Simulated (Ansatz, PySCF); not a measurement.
HI, SMILES I. Atoms are numbered in the order given.

```xyz
2

I      0.0000     0.0000    -0.0512
H      0.0000     0.0000     1.5643
```

Geometry: B3LYP-D3(BJ)/def2-TZVPD. The def2 effective core potentials stand for the cores of I; spin–orbit coupling is left out.

Two levels are set side by side: PBE-D3(BJ)/def2-TZVPD (Ansatz, an electronic-structure program) and B3LYP-D3(BJ)/def2-TZVPD (Ansatz). Each level has its own optimised geometry; the coordinates shown are those of the second. Frequencies come from the Hessian of PySCF at each geometry. Differences are taken from unrounded values.

| quantity | B3LYP-D3(BJ) | PBE-D3(BJ) | PBE-D3(BJ) minus B3LYP-D3(BJ) |
|---|---|---|---|
| bond I1–H2 (Å) | 1.615 | 1.624 | 0.009 |
| highest harmonic wavenumber (cm⁻¹) | 2301 | 2257 | -44 |
| mean harmonic wavenumber (cm⁻¹) | 2301 | 2257 | -44 |
| zero-point energy (kcal/mol) | 3.29 | 3.23 | -0.06 |

Here PBE gives about what the other level gives.
